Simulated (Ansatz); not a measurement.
Gas-phase electronic energies from Ansatz, PBE0-D4/def2-TZVP geometries. CCSD(T)/CBS is the MP2 limit (def2-TZVPP, def2-QZVPP) plus CCSD(T) − MP2 in def2-TZVPP, frozen cores. This one scheme is used for every species. DFT in def2-TZVPP. B3LYP here is the variant with VWN-RPA as its local correlation; programs differ in this. For Ti outer-core shells are correlated without core-valence functions, which leaves a few kJ/mol of doubt a bond. Scalar relativity is left out up to krypton. One conformer a species, not always the lowest.

Consider the formal hydrolysis of a Ti–O bond: `C[O][Ti]([O]C)([O]C)[O][Si](O)(O)O` + H₂O → `C[O][Ti]([OH])([O]C)[O]C` + orthosilicic acid.

| level | ΔE (kJ/mol) | difference from CCSD(T)/CBS |
| --- | --- | --- |
| PBE-D4 | 28.3 | -8.1 |
| PBE0-D4 | 30.7 | -5.7 |
| B3LYP-D4 | 33.7 | -2.7 |
| ωB97X-V | 28.3 | -8.1 |
| ωB97M-V | 28.1 | -8.3 |
| B2PLYP | 25.8 | -10.6 |
| r2SCAN | 23.0 | -13.4 |
| B3LYP | 19.8 | -16.6 |
| HF/def2-TZVPP | 25.8 | -10.6 |
| SCS-MP2/def2-TZVPP | 32.5 | -3.9 |
| CCSD/def2-TZVPP | 33.4 | -3.0 |
| CCSD(T)/def2-TZVPP | 35.4 | -1.0 |
| MP2/def2-QZVPP | 35.4 | -1.0 |
| SCS-MP2/def2-QZVPP | 33.4 | -3.0 |
| MP2/CBS(def2) | 35.3 | -1.1 |
| CCSD/CBS(def2) | 34.3 | -2.1 |
| CCSD(T)/CBS | 36.4 | 0 |

Largest T1 diagnostic among the species: 0.022, so the coupled-cluster value is less sure than usual.

The D4 term adds +13.9 kJ/mol with B3LYP and +9.1 kJ/mol with PBE0; it sums over pairs of atoms, weighted by their polarisabilities, and B3LYP, whose exchange is more repulsive, gets the larger term. In def2-TZVPP, CCSD(T) changes the Hartree–Fock value by +9.6 kJ/mol (the triples alone add +2.0 kJ/mol) and MP2 by +8.6 kJ/mol.
